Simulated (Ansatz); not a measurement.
`C=C=C([SiH3])[SiH3]`, relaxed with RKS PBE0-D4/def2-TZVP in Ansatz from a PBE-D4/def2-SVP geometry. The force threshold is 0.005 eV/Å; the program also tests the step.

Total charge 0; spin multiplicity 1.

Start:

```xyz
13

C     1.378   -1.875    0.985
C     0.659   -0.898    0.470
C    -0.061    0.082   -0.045
Si    0.175    0.544   -1.861
Si   -1.300    0.987    1.056
H     1.018   -2.918    0.969
H     2.360   -1.679    1.448
H    -1.158    0.547   -2.563
H     1.098   -0.440   -2.522
H     0.751    1.931   -1.973
H    -1.171    0.503    2.472
H    -2.703    0.744    0.566
H    -1.048    2.471    0.998
```

| step | energy (eV) | largest force (eV/Å) | largest move (Å) |
| --- | --- | --- | --- |
| 1 | -18986.0455 | 0.625 | 0.000 |
| 2 | -18986.1044 | 0.168 | 0.042 |
| 3 (rejected) | -18986.0999 | 0.299 | 0.077 |
| 4 | -18986.1086 | 0.041 | 0.021 |
| 5 | -18986.1087 | 0.031 | 0.011 |
| 6 | -18986.1089 | 0.002 | 0.016 |
| 7 | -18986.1090 | 0.021 | 0.034 |
| 8 | -18986.1091 | 0.025 | 0.040 |
| 9 (rejected) | -18986.1086 | 0.055 | 0.055 |
| 10 | -18986.1091 | 0.012 | 0.010 |
| 11 | -18986.1092 | 0.016 | 0.009 |
| 12 | -18986.1092 | 0.010 | 0.005 |
| 13 | -18986.1092 | 0.009 | 0.009 |
| 14 | -18986.1093 | 0.010 | 0.009 |
| 15 | -18986.1093 | 0.010 | 0.007 |
| 16 | -18986.1093 | 0.007 | 0.006 |
| 17 | -18986.1093 | 0.004 | 0.004 |

End:

```xyz
13

C     1.353   -1.849    0.967
C     0.645   -0.881    0.460
C    -0.063    0.087   -0.045
Si    0.162    0.518   -1.847
Si   -1.267    0.992    1.058
H     0.990   -2.870    0.954
H     2.322   -1.656    1.412
H    -1.132    0.369   -2.565
H     1.180   -0.374   -2.454
H     0.592    1.936   -1.974
H    -1.211    0.428    2.429
H    -2.644    0.861    0.512
H    -0.926    2.439    1.092
```

Run time 65 s (4 threads of a server CPU on a shared host); peak host memory 0.62 GiB.
